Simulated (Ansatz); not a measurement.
Ansatz (a program for electronic structure) input (RI-MP2/aug-cc-pV(Q+d)Z):
A basis named .json is the Basis Set Exchange file of that set.

Ansatz 0.2 input:
```yaml
crystal:
  periodic: [false, false, false]
  atoms:
    - {symbol: Si, position_ang: [-1.17798562, 0.01946742, 0.00247763]}
    - {symbol: C, position_ang: [0.51916963, 0.72496342, 0.00106363]}
    - {symbol: C, position_ang: [0.49492219, -0.74172233, -0.00319655]}
    - {symbol: C, position_ang: [1.73454129, -0.02866507, -0.00364822]}
basis:
  gaussian:
    orbitals: aug-cc-pV_Q+d_Z.json
    fitting: {mean_field: def2-universal-jkfit, correlation: aug-cc-pVQZ-RIFIT.json}
total_charge: -1
magnetization: {spin_polarized: true, initial_magnetization: 1}
correlation: {method: mp2, electrons: outside_noble_gas}
```

End of the output:

```
integrals: 0.44 GiB planned
353 factors; integrals over basis functions are off by at most 1.1e0 eV
mean field: 0.98 GiB planned
mean field evaluation 1: about -10948.2998 eV, gradient 1.2e1 eV
mean field evaluation 2: about -10949.6869 eV, gradient 5.6e0 eV
mean field evaluation 4: about -10950.0738 eV, gradient 9.0e-1 eV
mean field evaluation 8: about -10950.1045 eV, gradient 2.4e-6 eV
mean field evaluation 16: about -10950.1038 eV, gradient 1.4e-1 eV
mean field -10950.10450509 eV, -402.4089183146 hartree, gradient 2.4e-6 eV, S^2 0.797867; 2 other end points of the search recorded, 0 dependent functions left out
8 core orbitals not correlated
698 factors; their error is unknown
reference -10950.10450509 eV, -402.4089183146 hartree; 9, 8 occupied and 312, 313 virtual orbitals, 698 factors
second order -15.47875985 eV of doubles, -0.00000000 eV of singles
Total energy: -10965.58326494 eV, -402.9777522471 hartree
```

This state (charge -1, doublet) is run at the relaxed geometry of the species with charge 0 and multiplicity 1.
